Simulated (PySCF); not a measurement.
## Energy of V⁻ (vanadium, charge -1) between two integer charges

The 3d alpha orbital of [Ar] 3d4 4s2 is emptied in steps (occupation f), with all orbitals relaxed, ending at [Ar] 3d3 4s2. All numbers are calculated (PySCF 2.14, no relativity, point nucleus, in def2-TZVPPD (6s6p4d2f1g, 67 functions)). The exact energy is a straight line in f; departures are measured from the line between the end points of the same method.

| f | r2SCAN0 (eV) |
| --- | --- |
| 1 | 0.000 |
| 0.8 | -0.306 |
| 0.6 | -0.470 |
| 0.4 | -0.480 |
| 0.2 | -0.328 |
| 0 | 0.000 |

```csv
method,E(f=0) − E(f=1) (eV),−ε at f=1 (eV),−ε at f=0.4 (eV)
r2SCAN0,0.659,-1.213,1.005
```

Orbital energy along the path (eV):

```json
{"f": "1", "r2SCAN0": "1.213"}
{"f": "0.8", "r2SCAN0": "0.525"}
{"f": "0.6", "r2SCAN0": "-0.217"}
{"f": "0.4", "r2SCAN0": "-1.005"}
{"f": "0.2", "r2SCAN0": "-1.847"}
{"f": "0", "r2SCAN0": "-2.752"}
```

At f = 1 the orbital energy is positive for r2SCAN0: only the finite basis holds the electron.

Reference removal energy between the ground levels: 0.528 eV (measured; photodetachment measurements, as compiled on the Wikipedia data page of electron affinities). The calculation has no spin-orbit coupling. The determinant left behind need not be the lowest term of the ion.
